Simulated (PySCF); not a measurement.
Method: PBE-D3(BJ)/def2-TZVP // B3LYP-D3(BJ)/def2-TZVP run with PySCF 2.14.0. All species are isolated molecules in the gas phase. One relaxed conformer stands for a flexible species; it need not be the lowest. Excitations are Tamm–Dancoff values on a coarser integration grid. The basis has no diffuse functions, so Rydberg states are missing or too high.

Reference species (SMILES): `[NH2][Ga]([NH2])[NH2]` (neutral, multiplicity 1).

The S1 oscillator strength is 0.006 and the S1 excitation (TDA) is 4.76 eV.

Changed species: `[Ga]([NH2])([NH2])[CH3]` (2 of 3 CH3 replaced by NH2; the reference has 3 of 3 CH3 replaced by NH2).

Task: What does the change do to the S1 oscillator strength and S1 excitation (TDA)?

Result: the S1 oscillator strength is nearly the same; the S1 excitation (TDA) increases by 0.11 eV, to 4.87 eV.
